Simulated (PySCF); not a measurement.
C6H7N3.
SMILES with atom numbers: `[CH:1]#[C:2][c:3]1[c:4]([CH3:5])[n:6][n:7][n:8]1[CH3:9]`

Structure used (GFN2-xTB), in Å, numbered top down from 1:
```
atom  x, y, z in Å
C1     0.1100    2.5408   -0.9605
C2     0.0636    1.4177   -0.5357
C3     0.0203    0.1106   -0.0423
C4     1.0274   -0.7813    0.3265
C5     2.4989   -0.6011    0.3046
N6     0.4275   -1.9123    0.7359
N7    -0.8462   -1.7871    0.6486
N8    -1.1312   -0.5817    0.1830
C9    -2.4773   -0.1421   -0.0218
H10    0.1589    3.5212   -1.3289
H11    2.7858    0.2599    0.9074
H12    2.9728   -1.4946    0.7007
H13    2.8463   -0.4318   -0.7142
H14   -2.6372    0.1193   -1.0698
H15   -3.1362   -0.9611    0.2593
H16   -2.6911    0.7326    0.5959
```

NICS = −σ at a ghost point: NICS(0) at the centroid of the ring atoms, NICS(1) 1 Å to either side along the normal of their mean plane, zz for the tensor component along that normal. Level: GIAO PBE0/pcSseg-1 (PySCF, non-relativistic, gas phase) on the GFN2-xTB geometry, one conformer.

Ring bond lengths (Å), with Mayer bond orders in brackets: C3–C4 1.395 (1.34), C4–N6 1.344 (1.40), N6–N7 1.283 (1.44), N7–N8 1.323 (1.22), N8–C3 1.362 (0.97).

**Question.** What do the NICS probes read (ppm)?

**Answer.** 
| ring | type | NICS(0) | NICS(1), two faces | NICS(1)zz, two faces | rms pucker (Å) | centre to ring atoms, mean (Å) |
| --- | --- | --- | --- | --- | --- | --- |
| C3–C4–N6–N7–N8 | 5-membered ring with 3 N; formal bonds all aromatic | -12.4 | -12.5 / -12.5 | -30.3 / -30.4 | 0.00 | 1.14 |

**Question.** What can be read from them?

**Answer.** 
- C3–C4–N6–N7–N8: mean NICS(1)zz -30.3 ppm, shielded. For a flat ring without four-coordinate atoms the NICS criterion counts such a value as aromatic.

**Question.** And the bond-length index? HOMA = 1 − mean of α(R − Ropt)² over the ring bonds, with Krygowski's 1993 parameters (CC: Ropt 1.388 Å, α 257.7 Å⁻²; CN: Ropt 1.334 Å, α 93.52 Å⁻²; NN: Ropt 1.309 Å, α 130.33 Å⁻²).

**Answer.** 
- C3–C4–N6–N7–N8: HOMA 0.96; the largest term is that of N6–N7, α(R − Ropt)² = 0.09. The geometric and the magnetic index point the same way.

**Question.** How shielded are the nuclei of the rings and their hydrogens (means over atoms taken as equivalent)?

**Answer.** 
```json
{"atoms": "C3", "environment": "substituted aromatic carbon", "σ isotropic (ppm)": "63.1", "principal values of the symmetric part, first atom (ppm)": "-4.2, 59.4, 134.2"}
{"atoms": "C4", "environment": "substituted aromatic carbon", "σ isotropic (ppm)": "31.6", "principal values of the symmetric part, first atom (ppm)": "-39.5, 22.6, 111.8"}
{"atoms": "N6", "environment": "pyridine-type nitrogen", "σ isotropic (ppm)": "-114.8", "principal values of the symmetric part, first atom (ppm)": "-337.3, -165.1, 157.8"}
{"atoms": "N7", "environment": "pyridine-type nitrogen", "σ isotropic (ppm)": "-139.7", "principal values of the symmetric part, first atom (ppm)": "-396.0, -119.0, 96.0"}
{"atoms": "N8", "environment": "pyrrole-type nitrogen", "σ isotropic (ppm)": "0.8", "principal values of the symmetric part, first atom (ppm)": "-160.0, 53.7, 108.8"}
```

Time: 22 s; peak memory 0.84 GiB. Hardware: one thread, Arm Neoverse V2 (aarch64), no GPU (shared host). This is the whole shielding run at PBE0/pcSseg-1, SCF included.
